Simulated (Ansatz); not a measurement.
`C[SiH2][AlH][GaH2]` + H–F → `C[SiH2][AlH][F]` + `[GaH3]`  (cleavage of the Al–Ga bond)

Isolated molecules relaxed with PBE0-D4/def2-TZVP in Ansatz; ΔE leaves out vibrations. CCSD(T)/CBS adds triple-zeta CCSD(T) − MP2 to the extrapolated MP2 energy (def2 sets, frozen cores). This one scheme is used for every species. DFT in def2-TZVPP. For Ga outer-core shells are correlated without core-valence functions, which leaves a few kJ/mol of doubt a bond. Scalar relativity is left out up to krypton. Each species was taken in one conformer, which may not be the lowest.

`C[SiH2][AlH][GaH2]`:

Cartesian coordinates in Å:
```
C -1.868 0.138 -1.765
Si -0.819 0.669 -0.294
Al 1.042 -0.834 0.300
Ga 2.512 -0.375 2.285
H -2.662 0.863 -1.959
H -2.330 -0.834 -1.580
H -1.256 0.051 -2.665
H -0.252 2.029 -0.558
H -1.698 0.834 0.906
H 1.316 -2.124 -0.604
H 2.191 -0.923 3.734
H 3.822 0.507 2.198
```

H–F:

```xyz
2

F     0.298   -0.207    0.283
H    -0.298    0.207   -0.283
```

`C[SiH2][AlH][F]`:

Z-matrix (Å, degrees):
```
C
Si 1 1.882
H 1 1.092 2 110.6
H 1 1.092 2 111.0 3 -120.0
H 1 1.092 2 111.0 3 120.0
Al 2 2.453 1 113.1 3 -179.7
H 2 1.493 1 109.7 3 58.4
H 2 1.493 1 109.6 3 -58.0
F 6 1.655 2 117.3 1 -177.8
H 6 1.586 2 127.4 1 2.4
```

`[GaH3]`:

```xyz
4

Ga   -0.001    0.000    0.000
H     0.701    0.568    1.283
H    -0.179   -1.548   -0.176
H    -0.521    0.981   -1.107
```

Problem. Is it downhill or uphill in electronic energy at CCSD(T)/CBS, and by how much? (An estimate is asked.)

Solution. Ansatz gave: Downhill: ΔE = -157.4 kJ/mol.

Problem. What do these levels give: CAM-B3LYP-D4, B2PLYP, BLYP, CCSD(T)/def2-SVP, MP2/def2-TZVPP, HF/CBS(def2)? (Best estimate.)

Solution. Ansatz gave: CAM-B3LYP-D4 -174.7, B2PLYP -170.8, BLYP -168.3, CCSD(T)/def2-SVP -171.9, MP2/def2-TZVPP -166.9, HF/CBS(def2) -186.6 kJ/mol.

Largest T1 diagnostic among the species: 0.013.

In def2-TZVPP, CCSD(T) changes the Hartree–Fock value by +23.7 kJ/mol (the triples alone add +3.0 kJ/mol) and MP2 by +15.8 kJ/mol. At CCSD(T), def2-SVP lies −14.5 kJ/mol from the extrapolated value and def2-TZVPP −1.5 kJ/mol.
